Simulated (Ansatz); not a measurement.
A run for Ansatz (a quantum-chemistry and plane-wave program): R-r2SCAN/def2-TZVPP on ClHSn (SMILES [Cl][SnH]), atoms moved off the minimum. Elements past Kr take the def2 small-core potentials; no spin–orbit coupling.

Ansatz 0.2 input:
```yaml
crystal:
  periodic: [false, false, false]
  atoms:
    - {symbol: Sn, position_ang: [-0.29663419, -0.30037319, 0.41772908]}
    - {symbol: H, position_ang: [-1.40553117, -0.93394738, -0.81969031]}
    - {symbol: Cl, position_ang: [0.99256287, 0.96568701, -1.18698760]}
basis:
  gaussian:
    orbitals: def2-TZVPP
hamiltonian:
  xc: {name: r2SCAN}
scf: {lower_state_search: off}
output: {forces: true}
```

It printed:

```
WARN ansatz: RAYON_NUM_THREADS=1 ignored (pool sized by the plan → 1); use --threads N
Functional definition: r2SCAN
these checks for a lower state are left out or cut short: stability, starts, cluster_reference, orbital_swaps, neighbouring_geometries, increment
integrals: 0.03 GiB planned
741 factors; their error is unknown
mean field: 0.26 GiB planned
mean field evaluation 1: about -18371.9799 eV, gradient 1.9e1 eV
mean field evaluation 2: about -18368.3472 eV, gradient 4.0e1 eV
mean field evaluation 4: about -18373.0327 eV, gradient 2.3e0 eV
mean field evaluation 8: about -18373.0455 eV, gradient 4.3e-2 eV
mean field evaluation 16: about -18373.0321 eV, gradient 5.5e-3 eV
mean field -18373.03211190 eV, -675.1964764238 hartree, gradient 7.9e-6 eV, S^2 0.000000; 0 other end points of the search recorded, 0 dependent functions left out
the calculation of the forces begins
reference -18373.03212311 eV, -675.1964768358 hartree; 20, 20 occupied and 86, 86 virtual orbitals, 741 factors
Total energy: -18373.03212311 eV, -675.1964768358 hartree
Atom 0 at    -0.296634    -0.300373     0.417729 Å, force     0.255589     0.246809    -0.294038 eV/Å
Atom 1 at    -1.405531    -0.933947    -0.819690 Å, force     0.008142     0.008704    -0.014205 eV/Å
Atom 2 at     0.992563     0.965687    -1.186988 Å, force    -0.263731    -0.255513     0.308244 eV/Å
Dipole moment:    -0.263386    -0.281997     0.461993 e Å
Checks for a lower state left out: stability, starts, cluster_reference, orbital_swaps, neighbouring_geometries, increment
```

The run converged.

Cost: about 2.4 core-seconds (a rough figure).
